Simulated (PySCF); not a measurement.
Two-component Hartree-Fock for Tb⁵⁵⁺ (terbium, charge +55)

Start: [Ne]. Calculated with PySCF 2.14 in an even-tempered Gaussian basis (17 s from 8.6 bohr⁻², ratio 2.6; 13 p from 11 bohr⁻², ratio 2.6; 6 d from 11 bohr⁻², ratio 2.8; 3 f from 250 bohr⁻², ratio 2.8): generalised Hartree-Fock with the X2C-1e Hamiltonian and a Gaussian nucleus; spin-orbit coupling (SO) screened by Boettger's factors.

```csv
spinor shell,electrons,"ε, screened SO (eV)",weight of nominal j (screened SO),"rms radius, screened SO (bohr)"
1s1/2,2,-56623.0,1.000,0.0244
2s1/2,2,-12858.6,1.000,0.0970
2p1/2,2,-12466.4,1.000,0.0828
2p3/2,4,-11687.4,1.000,0.0888
```

```tsv
quantity	screened SO
E (hartree)	-8319.66428
M_J	0
⟨J²⟩	0.000
⟨L²⟩	0.019
⟨S²⟩	0.019
```

Breit and QED terms are absent; they matter most for the inner s and p1/2 levels.

Densities and radii are taken from the X2C orbitals without a picture-change correction, which distorts them close to the nucleus.
